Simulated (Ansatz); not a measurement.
Diatomic Rb₂, closed-shell singlet (the spin of the measured ground state). No spin–orbit coupling.

D_e counts from the fitted minimum to each atom's lowest state at the same level, without counterpoise. The singlet is restricted.

Programs: Ansatz (a program for electronic structure) with Gaussian orbitals.  In def2 rows elements past Kr take small-core potentials, without spin–orbit coupling.

### Question
One of these levels gives 42.1 kJ/mol for the bond energy D_e. Which one is it?
A. wB97X-V/def2-TZVPP
B. PBE/def2-TZVPP
C. CAM-B3LYP/def2-TZVPP
D. r2SCAN/def2-TZVPP

### Answer
A, wB97X-V/def2-TZVPP. The others give 51.6 (PBE/def2-TZVPP), 31.1 (r2SCAN/def2-TZVPP), 37.0 (CAM-B3LYP/def2-TZVPP)
